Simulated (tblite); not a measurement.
C₇H₁₁BOS.
Atom-mapped SMILES: `[CH2:1]=[CH:2][CH2:3][B:4]1[O:5][C@@H:6]([CH:7]=[CH2:8])[CH2:9][S:10]1` (hydrogens: H11, H12 on C1; H13 on C2; H14, H15 on C3; H16 on C6; H17 on C7; H18, H19 on C8; H20, H21 on C9)

Computed with GFN2-xTB (tblite), gas phase: L-BFGS steps from a force-field or distance-geometry start until the largest atomic force falls under 0.01 eV/Å.

Step 31: E = -792.8621 eV
```
atom  x, y, z in Å  |  force x, y, z in eV/Å
C1     -3.1297    0.0197    0.7889    0.053  -0.021   0.008
C2     -3.1306    0.3751   -0.4810   -0.047   0.178  -0.051
C3     -2.0653    1.2096   -1.1361    0.196  -0.007   0.005
B4     -0.5513    0.7513   -0.9245    0.011  -0.020   0.088
O5     -0.0602   -0.0245    0.0534   -0.094   0.042   0.080
C6      1.3551   -0.0640    0.1805   -0.051  -0.004  -0.043
C7      1.8691   -1.3823    0.6910   -0.086   0.081   0.068
C8      2.8888   -1.4650    1.5268    0.055  -0.005  -0.066
C9      1.9728    0.2595   -1.1857    0.057  -0.027  -0.092
S10     0.7607    1.3152   -2.0520    0.045   0.065  -0.112
H11    -3.9522   -0.5153    1.2321    0.051  -0.082  -0.016
H12    -2.2911    0.2427    1.4258   -0.039   0.042   0.051
H13    -3.9683    0.1221   -1.1163   -0.056  -0.031   0.005
H14    -2.1743    2.2458   -0.7790    0.107  -0.184   0.083
H15    -2.2508    1.2849   -2.2085   -0.081  -0.113  -0.054
H16     1.6228    0.7426    0.8806    0.018  -0.072   0.058
H17     1.3680   -2.2664    0.3156    0.004   0.134   0.018
H18     3.2866   -2.4075    1.8651   -0.079   0.011  -0.046
H19     3.3994   -0.5852    1.8896   -0.085  -0.035   0.005
H20     2.1322   -0.6408   -1.7848   -0.042   0.042   0.022
H21     2.9093    0.7994   -1.0887    0.063   0.008  -0.010
```

Step 32: E = -792.8687 eV
```
atom  x, y, z in Å  |  force x, y, z in eV/Å
C1     -3.1281    0.0196    0.7884    0.053  -0.012  -0.001
C2     -3.1290    0.3791   -0.4809   -0.070   0.125  -0.020
C3     -2.0578    1.2068   -1.1384    0.063  -0.137   0.026
B4     -0.5484    0.7455   -0.9268    0.002  -0.032   0.095
O5     -0.0583   -0.0225    0.0570   -0.110   0.038   0.057
C6      1.3559   -0.0603    0.1799   -0.049  -0.027   0.006
C7      1.8677   -1.3788    0.6893   -0.093   0.052   0.085
C8      2.8861   -1.4652    1.5256    0.059   0.011  -0.069
C9      1.9735    0.2610   -1.1858   -0.015   0.016  -0.030
S10     0.7607    1.3117   -2.0518    0.038   0.126  -0.169
H11    -3.9479   -0.5269    1.2246    0.069  -0.036  -0.007
H12    -2.2940    0.2501    1.4292   -0.043   0.009   0.043
H13    -3.9736    0.1230   -1.1090    0.029  -0.004  -0.012
H14    -2.1538    2.2382   -0.7789    0.066  -0.040   0.110
H15    -2.2531    1.2804   -2.2076   -0.054  -0.086  -0.102
H16     1.6252    0.7468    0.8781    0.021  -0.068   0.076
H17     1.3644   -2.2630    0.3185   -0.007   0.129  -0.014
H18     3.2827   -2.4098    1.8583   -0.068   0.016  -0.022
H19     3.3927   -0.5842    1.8893   -0.048  -0.040   0.019
H20     2.1199   -0.6386   -1.7837    0.051  -0.020  -0.017
H21     2.9062    0.8042   -1.0826    0.108  -0.020  -0.057
```

**Question.** Estimate the geometry and energy of step 33. (The exact step hangs on the optimiser's Hessian estimate; all steps are aligned on step 32, rigid shifts and turns removed.)

**Answer.** E = -792.8733 eV, largest force 0.183 eV/Å
```
atom  x, y, z in Å  |  force x, y, z in eV/Å
C1     -3.1288    0.0179    0.7872    0.036   0.010  -0.018
C2     -3.1307    0.3813   -0.4819   -0.054   0.038   0.017
C3     -2.0542    1.2036   -1.1412   -0.115  -0.057  -0.053
B4     -0.5437    0.7541   -0.9130   -0.079   0.010  -0.002
O5     -0.0547   -0.0052    0.0754   -0.001   0.031   0.029
C6      1.3621   -0.0506    0.1838   -0.016  -0.014   0.040
C7      1.8675   -1.3716    0.6905   -0.046   0.005   0.086
C8      2.8870   -1.4717    1.5248    0.024   0.031  -0.057
C9      1.9744    0.2627   -1.1891   -0.061   0.014   0.022
S10     0.7600    1.3213   -2.0458    0.059   0.107  -0.136
H11    -3.9465   -0.5374    1.2185    0.087  -0.002  -0.005
H12    -2.3006    0.2580    1.4329   -0.050  -0.015   0.025
H13    -3.9767    0.1150   -1.1074    0.103   0.038  -0.003
H14    -2.1602    2.2411   -0.7909    0.080  -0.129   0.035
H15    -2.2546    1.2579   -2.2169    0.043  -0.053   0.086
H16     1.6456    0.7543    0.8806   -0.002  -0.075   0.044
H17     1.3632   -2.2522    0.3139   -0.025   0.114  -0.026
H18     3.2761   -2.4231    1.8502   -0.075   0.061  -0.030
H19     3.3935   -0.5946    1.8991   -0.032  -0.066   0.011
H20     2.0971   -0.6416   -1.7885    0.098   0.039   0.026
H21     2.9152    0.7980   -1.0897    0.025  -0.087  -0.094
```

The energy changes by -0.0045 eV. The first-order estimate −F·Δx gives -0.0087 eV and the mean of the old and new forces, exact on a quadratic surface, -0.0045 eV. The step makes an angle of 75° with the force vector and moves no atom by more than 0.025 Å.

The cost below is that of the whole relaxation. The run took 3.8 s wall on one thread of an Arm Neoverse N1, no GPU, shared host with 64 logical CPUs at a one-minute load of 60.
